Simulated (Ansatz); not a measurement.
`C[NH][GeH2][CH3]` + `F[BH][AlH2]` → `C[NH][GeH3]` + `C[B](F)[AlH2]` at 700 K and 1 bar (redistribution).

Gas-phase electronic energies from Ansatz, PBE0-D4/def2-TZVP geometries. CBS: MP2 limit from def2 TZ/QZ plus the TZ coupled-cluster correction, frozen cores. For Ge outer-core shells are correlated without core-valence functions, which leaves a few kJ/mol of doubt a bond. Scalar relativity is left out up to krypton. One conformer a species, not always the lowest.

```
           species  CCSD(T)/CBS energy (Eh)  H − E (kJ/mol)  S (J/(mol·K))
`C[NH][GeH2][CH3]`              -2212.33836           363.7          479.0
     `F[BH][AlH2]`               -368.40257           123.8          369.3
     `C[NH][GeH3]`              -2173.06430           268.1          408.1
   `C[B](F)[AlH2]`               -407.68475           216.9          450.1
```

H − E and S are ideal-gas, rigid-rotor, harmonic terms from PBE0-D4/def2-TZVP, for one conformer and one mirror image of each species. 1 Eh = 2625.50 kJ/mol, R = 8.31446 J/(mol·K).

By hand: ΔE, ΔH, ΔS and ΔG.

ΔE = (-2173.06430) + (-407.68475) − (-2212.33836) − (-368.40257) = -0.00812 Eh = -21.3 kJ/mol. Δ(H − E) = 268.1 + 216.9 − 363.7 − 123.8 = -2.5, so ΔH = -23.8 kJ/mol. ΔS = 408.1 + 450.1 − 479.0 − 369.3 = 9.9 J/(mol·K). ΔG = -23.8 − 700 × (9.9)/1000 = -30.7 kJ/mol.

By hand: the equilibrium constant, and the temperature at which ΔG would vanish if ΔH and ΔS stayed fixed.

log₁₀ K = −ΔG/(RT ln 10) = 2.3. ΔH and −TΔS have one sign here, so there is no such temperature.

The number of gas molecules stays the same, so ΔS is small and ΔH decides. A doubt of 5 kJ/mol in ΔE shifts log₁₀ K by 0.4 here. Other conformers and mirror images would add mixing entropy, several J/(mol·K) or more a flexible species. Modes under 60 cm⁻¹, often nearly free rotors, make the harmonic entropy too high. These are equilibria of isolated gas molecules and say nothing of rates. Largest T1 diagnostic: 0.014 (customary marks: 0.02 for closed shells, 0.045 for open ones).

ΔS is within the doubt of such terms, so its sign, and with it that verdict, could turn.
